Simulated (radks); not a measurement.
Results of a calculation; reference values are marked as such.
The nuclear charge of neutral caesium is varied continuously with 55 electrons held in [Xe] 6s1. Level of theory: Dirac Kohn-Sham, PBE, spin-unpolarised, spherical densities, finite nucleus; Fermi nuclear charge, rms radius 4.8041 fm (a radial shooting solver on a logarithmic mesh with Libxc functionals). By the Hellmann-Feynman theorem dE/dZ = E(electron-nucleus)/Z, the electronic potential at the nucleus (averaged over a nucleus of fixed radius).

| Z | E (hartree) | E(electron-nucleus)/Z (hartree) | HOMO | e(HOMO) (eV) | <r> HOMO (bohr) |
|---|---|---|---|---|---|
| 54.75 | -7704.1537 | -342.195 | 6s1/2 | -1.045 | 6.399 |
| 55 | -7789.9785 | -344.404 | 6s1/2 | -2.086 | 5.690 |
| 55.25 | -7876.3554 | -346.611 | 6s1/2 | -3.282 | 5.209 |
| 55.5 | -7963.2843 | -348.820 | 6s1/2 | -4.606 | 4.850 |
| 55.75 | -8050.7653 | -351.029 | 6s1/2 | -6.043 | 4.566 |
| 56 | -8138.7988 | -353.239 | 6s1/2 | -7.582 | 4.332 |

The central difference of E at Z = 55 is -344.403 hartree, to compare with the third column; the second derivative is -8.83 hartree.
